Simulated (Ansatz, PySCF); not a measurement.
Species: sum formula SiH₂I (charge 0, doublet). It need not be the lowest isomer of its formula. 
Geometry from a B3LYP-D3(BJ)/def2-TZVP (Ansatz, a first-principles code) optimisation:
SMILES: [SiH2]I
```xyz
4

Si     1.5352    -1.0689     0.0586
I     -0.4626     0.3547    -0.0178
H      1.4701    -1.9119     1.2798
H      1.5547    -1.9240    -1.1557
```
Charge 0, spin multiplicity 2.

Quantity: vertical ionisation energy (to the singlet state of charge +1; each state is the SCF solution reached for its spin; for the singlet T1 is 0.031), in eV. Correlated levels leave the core frozen unless marked. UHF or UKS for open shells. Spin-orbit coupling is left out. The frozen core is the preceding noble-gas configuration, with the filled d and f shells of earlier blocks. In def2 rows, elements after Kr have scalar-relativistic effective core potentials. CBS(X,Y): correlation extrapolated as X^-3; Hartree-Fock from the larger set. [CCSD(T)-MP2]/basis is that difference in the basis named.

```tsv
level	program	vertical ionisation energy (eV)
B3LYP/def2-TZVPD	Ansatz	?
BHLYP/def2-TZVPD	Ansatz	8.60
M06-2X/def2-TZVPD	PySCF	?
wB97M-V/def2-TZVPD	Ansatz	8.48
wB97X-V/def2-TZVPD	Ansatz	8.60
CCSD/def2-TZVPPD	Ansatz	?
RI-MP2/CBS(def2-TZVPPD,def2-QZVPPD)+[CCSD(T)-MP2]/def2-TZVPPD	Ansatz	8.48
```

Task: What belongs in the gaps?

Result: 
- B3LYP/def2-TZVPD, vertical ionisation energy (eV): 8.51
- M06-2X/def2-TZVPD, vertical ionisation energy (eV): 8.66
- CCSD/def2-TZVPPD, vertical ionisation energy (eV): 8.46
